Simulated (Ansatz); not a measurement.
Consider the ligand exchange at the In–S bond: `[SH][In]([SH])[SH]` + CH₃OH → `C[O][In]([SH])[SH]` + H₂S.

Program: Ansatz. Geometries: PBE0-D4/def2-TZVP. ΔE: electronic, gas phase. CCSD(T)/CBS is the MP2 limit (def2-TZVPP, def2-QZVPP) plus CCSD(T) − MP2 in def2-TZVPP, frozen cores. This one scheme is used for every species. DFT in def2-TZVPP. def2 core potentials past Kr. For In outer-core shells are correlated without core-valence functions, which leaves a few kJ/mol of doubt a bond. Each species was taken in one conformer, which may not be the lowest.

CCSD(T)/CBS gives +15.5 kcal/mol.

(1) Another level gave +17.4 kcal/mol. Which?
A. BLYP/def2-TZVPP
B. BHLYP/def2-TZVPP
C. B2PLYP/def2-TZVPP
D. HF/def2-TZVPP

Largest T1 diagnostic among the species: 0.015.

Results:

(1) B. BHLYP 17.4, B2PLYP 15.7, HF/def2-TZVPP 18.4, BLYP 14.6 kcal/mol.

From r2SCAN to r2SCAN0 (25 % exact exchange), in def2-TZVPP and without D4, ΔE moves by +1.8 kcal/mol. At CCSD(T), def2-SVP lies −1.2 kcal/mol from the extrapolated value and def2-TZVPP +0.0 kcal/mol. In def2-TZVPP, CCSD(T) changes the Hartree–Fock value by −2.9 kcal/mol (the triples alone add −0.4 kcal/mol) and MP2 by −1.9 kcal/mol.
